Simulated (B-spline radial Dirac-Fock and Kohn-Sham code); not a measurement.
**K-line shifts caused by a second vacancy in Ru²⁺**

System: ruthenium as Ru²⁺ in the configuration [Kr] 4d6.

Calculated with a radial finite-basis atomic code, using relaxed Dirac-Fock hole states (ΔSCF) with Breit and QED corrections and a finite nucleus. Each two-hole energy is an average over J within one jj subconfiguration, not an observable level; in light atoms, where LS coupling holds, the j-resolved values are not observed lines, and for a K spectator the Kα1 hypersatellite is nearly forbidden. Electron correlation is not included.

Lines without a spectator: Kα2 (K-L2) 19148.7 eV, Kα1 (K-L3) 19277.7 eV, Kβ3 (K-M2) 21631.0 eV, Kβ1 (K-M3) 21653.4 eV. Shifts in eV with one spectator hole (a dash: not computed, or left out as unreliable):

```
spectator hole     Kα2     Kα1     Kβ3     Kβ1
        K (1s)  +493.6  +505.6  +627.0  +629.4
    L2 (2p1/2)   +52.5   +65.6       –  +141.1
    L3 (2p3/2)   +53.6   +53.1  +128.2       –
    M2 (3p1/2)       –   +6.81  +15.65  +19.22
    M3 (3p3/2)   +5.31       –  +16.80  +16.21
    M4 (3d3/2)   +0.60   -1.59       –       –
    M5 (3d5/2)   -1.91   -0.38       –       –
```

With n spectator holes in 2p, averaged over the 2p shell (energies in eV):

| n | KαLⁿ | step | hypersatellite KαʰLⁿ |
| --- | --- | --- | --- |
| 0 | 19234.7 | – | 19736.3 |
| 1 | 19291.2 | +56.5 | 19794.2 |
| 2 | 19348.9 | +57.7 | 19853.3 |
| 3 | 19407.9 | +58.9 | 19913.6 |
| 4 | 19468.0 | +60.1 | 19975.1 |
| 5 | 19529.4 | +61.4 | 20037.8 |
